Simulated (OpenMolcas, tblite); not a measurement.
## How methods differ on CH5GaO (SMILES C[O][GaH2])

CH5GaO has 8 atoms, charge 0, and is taken as a singlet. As SMILES, `C[O][GaH2]`. The shape is that of a PBE0-D4/def2-TZVP optimisation.

Each level gives the HOMO–LUMO gap (eV). The values are calculated.

| level | kind | program | value (eV) | CPU time |
| --- | --- | --- | --- | --- |
| GFN2-xTB | semi-empirical | tblite | 5.02 | under 2 s |
| HF/cc-pVDZ | Hartree–Fock | OpenMolcas | 13.06 | 5.8 s |
| SVWN5/cc-pVDZ | LDA | OpenMolcas | 4.31 | 16 s |
| PBE/cc-pVDZ | GGA | OpenMolcas | 4.39 | 23 s |
| r2SCAN/cc-pVDZ | meta-GGA | OpenMolcas | 4.95 | 32 s |
| B3LYP/cc-pVDZ | global hybrid | OpenMolcas | 6.08 | 22 s |
| B2PLYP/cc-pVDZ | double hybrid | OpenMolcas | 8.93 | 14 s |

All-electron rows without a relativistic Hamiltonian named are non-relativistic. The values span 4.31 to 13.06 eV. Orbital gaps aren't excitation energies, and those of double hybrids come from the SCF part alone; they tend to grow with the share of exact exchange. CPU times are rough (shared hosts, several kinds of processor and program).
